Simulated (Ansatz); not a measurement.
Program: Ansatz. Geometries: PBE0-D4/def2-TZVP. ΔE: electronic, gas phase. CBS: MP2 limit from def2 TZ/QZ plus the TZ coupled-cluster correction, frozen cores. This one scheme is used for every species. Functionals use def2-TZVPP. B3LYP here is the variant with VWN-RPA as its local correlation; programs differ in this. For As outer-core shells are correlated without core-valence functions, which leaves a few kJ/mol of doubt a bond. Scalar relativity is left out up to krypton. Each species was taken in one conformer, which may not be the lowest.

Reaction (substitution at a C–As bond): `O=C([SiH3])[AsH2]` + `OCO` → `O=C([SiH3])OCO` + `[AsH3]`

Question: Is it downhill or uphill in electronic energy at CCSD(T)/CBS, and by how much? (An estimate is asked.)

Answer: The calculation gave: Downhill: ΔE = -14.1 kcal/mol.

Question: What do these levels give: PBE0-D4, ωB97X-V, ωB97M-V, B3LYP, HF/def2-TZVPP, CCSD(T)/def2-TZVPP? (An estimate is asked.)

Answer: The calculation gave: PBE0-D4 -15.0, ωB97X-V -17.4, ωB97M-V -16.4, B3LYP -14.7, HF/def2-TZVPP -18.0, CCSD(T)/def2-TZVPP -15.1 kcal/mol.

Largest T1 diagnostic among the species: 0.015.

In def2-TZVPP, CCSD(T) changes the Hartree–Fock value by +2.9 kcal/mol (the triples alone add +0.0 kcal/mol) and MP2 by +3.4 kcal/mol. From PBE to PBE0 (25 % exact exchange), in def2-TZVPP and without D4, ΔE moves by −1.2 kcal/mol.
